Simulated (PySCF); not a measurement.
C2H7ClOZr, SMILES [Cl][Zr]([CH3])([OH])[CH3], multiplicity 1.

The structure is a stationary point at B3LYP-D3(BJ)/def2-SVP. The spin state was assumed, not searched. The def2 effective core potentials stand for the cores of Zr; spin–orbit coupling is left out. One conformer was computed; it need not be the lowest.

Two levels are set side by side: TDA-PBE/def2-SVPD (PySCF) and TDA-CAM-B3LYP/def2-SVPD (PySCF). Vertical, same geometry. The lowest singlet is HOMO→LUMO 100 % with PBE and HOMO→LUMO 97 % with the other functional; states are paired by order. Differences are taken from unrounded values.

```json
[
 {"quantity": "lowest singlet excitation (eV)", "TDA-CAM-B3LYP": "4.65"},
 {"quantity": "lowest triplet excitation (TDA) (eV)", "TDA-CAM-B3LYP": "4.32"}
]
```

What does TDA-PBE give, and how far is it from TDA-CAM-B3LYP? (The exact figures need the calculation; the answer reports its results.)


```csv
quantity,TDA-PBE,TDA-PBE minus TDA-CAM-B3LYP
lowest singlet excitation (eV),4.19,-0.45
lowest triplet excitation (TDA) (eV),3.88,-0.44
```

Functionals without exact exchange tend to place singlet excitations lower, as here. Differences between two approximate levels are no errors against the true value.

Rough cost on one machine, each run with all the roots and properties that it gave: TDA-CAM-B3LYP against TDA-PBE about 5 times.
